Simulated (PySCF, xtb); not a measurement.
In(Br)(OMe)(NH2) (CH5BrInNO), SMILES C[O][In]([Br])[NH2].

GFN2-xTB (xtb) at its own geometry gives an orbital gap of 2.63 eV and a dipole moment of 5.80 D.

Geometry optimised at B3LYP-D3(BJ)/def2-SVP. The def2 effective core potentials stand for the cores of In; spin–orbit coupling is left out. One conformer was computed; it need not be the lowest.

Q: What does PBE/def2-TZVP in PySCF give? (Estimate from the structure and the level; the computed values follow.)

A: gap 3.26 eV (levels -6.16 and -2.90 eV), dipole 3.22 D.
